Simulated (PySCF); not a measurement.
C3H4N2, SMILES [nH]1ccnc1. Coordinates come from a r2SCAN-D4/def2-SVP optimisation.

Level of theory: r2SCAN-D4/def2-SVP in PySCF.

Harmonic wavenumbers (cm⁻¹): 560, 653, 691, 725, 799, 867, 903, 943, 1073, 1093, 1138, 1194, 1273, 1386, 1442, 1513, 1560, 3241, 3244, 3277, 3642. Rotational constants (GHz): 9.747, 9.350, 4.772; symmetry number 1.

### Question
Work out the zero-point energy and the ideal-gas rigid-rotor harmonic-oscillator thermochemistry at 298.15 K and 1 atm.

### Answer
ZPE = ½ Σ hcν = ½ × 31218 cm⁻¹ = 186.72 kJ/mol. H − E(el) = 199.01 kJ/mol. Entropy in J/(mol K): translation 161.38, rotation 100.91, vibration 10.14, total 272.43. G − E(el) = 117.78 kJ/mol. Cp = 64.02 J/(mol K).
